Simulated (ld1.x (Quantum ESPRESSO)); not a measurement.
## u(r) = r·R(r): atom against pseudo-atom (rubidium)

Columns: radius, all-electron u(r) and pseudo u(r) of the 4p shell (level -15.96 eV) of rubidium in the configuration [Ar] 3d10 4s2 4p6 5s1 5p0; PBE, scalar-relativistic, RRKJ scheme, ld1.x (Quantum ESPRESSO) 7.5.

```
r (bohr)  all-electron  pseudo
   0.108        0.2394  0.0109
   0.215       -0.1028  0.0426
   0.322       -0.3708  0.0939
   0.430       -0.3789  0.1631
   0.538       -0.2163  0.2464
   0.645        0.0094  0.3387
   0.752        0.2360  0.4357
   0.860        0.4345  0.5328
   0.968        0.5914  0.6234
   1.075        0.7053  0.7014
   1.182        0.7815  0.7635
   1.290        0.8255  0.8070
   1.398        0.8426  0.8301
   1.505        0.8388  0.8333
   1.612        0.8197  0.8192
   1.720        0.7890  0.7909
   1.828        0.7507  0.7526
   1.935        0.7080  0.7090
   2.042        0.6627  0.6629
   2.150        0.6161  0.6161
   2.258        0.5698  0.5698
   2.365        0.5251  0.5251
   2.472        0.4822  0.4822
   2.580        0.4411  0.4411
   2.688        0.4025  0.4025
   2.795        0.3668  0.3668
```

Task: How many radial nodes do the two functions have?

Result: The all-electron 4p function has n − l − 1 = 2; the pseudo-wave has 0, since the states of the same l below it are removed with the core.

Task: At about which radius was the pseudo-wave matched?

Result: 2.15 bohr. The columns agree to 0.0005 from 2.04 bohr on; several derivatives are matched, so the curves merge somewhat inside the radius.

Task: Where does each function peak?

Result: Outermost all-electron maximum near 1.40 bohr, pseudo maximum near 1.50 bohr (to the table’s step).

Task: Is the pseudo-wave norm-conserving?

Result: Yes: the RRKJ scheme keeps the norm inside the radius equal to the all-electron one, which fixes the energy derivative of the logarithmic derivative at the level.
